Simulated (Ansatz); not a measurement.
Cost and result up the ladder for Si₅H₂ (7 atoms). The state is a singlet with charge 0. Geometry: B3LYP-D4/def2-SVP.

Cartesian coordinates in Å:
```
Si 0.8785 0.8720 0.3831
Si -0.8615 -0.8592 0.2196
Si -2.7744 -0.2048 -0.8540
Si 1.6719 -1.3472 0.3850
Si -1.0902 1.3512 -0.7016
H 1.2963 -1.4626 -1.0986
H 0.8794 1.6505 1.6665
```

Ansatz on 4 threads of Arm Neoverse V2 on a shared host. Times are rough, and most runs start from the orbitals of an earlier one. No level here is sound enough to serve as a yardstick. Binding counts from free atoms at the same level (Si triplet, H doublet; other spins of the atoms weren't run), without zero-point energy or a counterpoise term.

B3LYP takes the VWN-RPA correlation. Correlated methods freeze 25 core orbitals. Another isomer (singlet) lies 1.49 eV lower at PBE0-D4/def2-TZVP; other spin states weren't run for this one.

Correlated methods converge slowly with the basis.

```json
{"level": "PBE-D4/def2-TZVP (with forces)", "functions": "197", "wall time": "2.3 s", "binding energy per atom (eV)": "3.09", "remarks": "restricted SCF unstable in HF"}
{"level": "PBE0-D4/def2-TZVP", "functions": "197", "wall time": "2.8 s", "binding energy per atom (eV)": "3.00", "remarks": "restricted SCF unstable in HF"}
{"level": "B3LYP-D4/def2-TZVP", "functions": "197", "wall time": "3 s", "binding energy per atom (eV)": "2.91", "remarks": "restricted SCF unstable in HF"}
{"level": "r2SCAN-D4/def2-TZVP", "functions": "197", "wall time": "4.5 s", "binding energy per atom (eV)": "3.03", "remarks": "restricted SCF unstable in HF"}
{"level": "r2SCAN0-D4/def2-TZVP", "functions": "197", "wall time": "5.5 s", "binding energy per atom (eV)": "2.94", "remarks": "restricted SCF unstable in HF"}
{"level": "CCSD(T)/def2-TZVPP", "functions": "238", "wall time": "48 s", "binding energy per atom (eV)": "2.84", "remarks": "large T1 (0.023), restricted SCF unstable"}
```
